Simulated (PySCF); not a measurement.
SMILES c1([Si](C)(C)C)sc([SiH3])cc1, GFN2-xTB optimised geometry.

```
24

C     -3.22    -1.70     1.53
Si    -2.10    -1.85     0.00
C     -1.11    -3.47     0.05
C     -3.15    -1.75    -1.59
C     -0.89    -0.40     0.00
C      0.47    -0.40     0.00
C      1.04     0.89     0.00
C      0.12     1.89     0.00
Si     0.39     3.75     0.00
S     -1.48     1.23     0.00
H     -2.65    -1.76     2.45
H     -3.75    -0.75     1.54
H     -3.97    -2.49     1.55
H     -0.46    -3.57    -0.82
H     -0.48    -3.53     0.93
H     -1.77    -4.33     0.06
H     -3.69    -0.81    -1.65
H     -2.54    -1.84    -2.48
H     -3.89    -2.55    -1.62
H      1.05    -1.31     0.00
H      2.10     1.07     0.00
H     -0.21     4.32     1.21
H      1.84     3.97    -0.01
H     -0.24     4.33    -1.19
```

Density from PBE0/def2-SVP (PySCF) at that geometry.

Minimum of the electron density along straight lines between bonded atoms, close to the bond critical point (lines longer than 1.1 times the sum of covalent radii, or with two minima, are not listed):

```
bond     length / Å  ρ at the minimum / e bohr⁻³  ∇²ρ there / e bohr⁻⁵  position (fraction from the first atom)
-------  ----------  ---------------------------  --------------------  ---------------------------------------
C1–Si2        1.907                        0.110                  0.31                                     0.62
Si2–C3        1.904                        0.110                  0.32                                     0.38
Si2–C4        1.907                        0.110                  0.31                                     0.38
Si2–C5        1.885                        0.109                  0.37                                     0.38
C5–C6         1.365                        0.318                 -0.79                                     0.51
C6–C7         1.407                        0.299                 -0.74                                     0.50
C7–C8         1.366                        0.318                 -0.79                                     0.49
C8–Si9        1.871                        0.112                  0.37                                     0.62
C5–S10        1.734                        0.209                 -0.41                                     0.46
C8–S10        1.734                        0.209                 -0.41                                     0.46
C1–H11        1.086                        0.272                 -0.97                                     0.62
C1–H12        1.086                        0.271                 -0.97                                     0.62
C1–H13        1.086                        0.271                 -0.96                                     0.62
C3–H14        1.085                        0.272                 -0.97                                     0.62
C3–H15        1.085                        0.272                 -0.97                                     0.62
C3–H16        1.085                        0.272                 -0.97                                     0.62
C4–H17        1.086                        0.271                 -0.97                                     0.62
C4–H18        1.086                        0.272                 -0.97                                     0.62
C4–H19        1.086                        0.271                 -0.96                                     0.62
C6–H20        1.076                        0.284                 -1.09                                     0.63
C7–H21        1.077                        0.284                 -1.09                                     0.63
Si9–H22       1.465                        0.117                  0.32                                     0.49
Si9–H23       1.463                        0.117                  0.33                                     0.49
Si9–H24       1.465                        0.117                  0.32                                     0.49
```
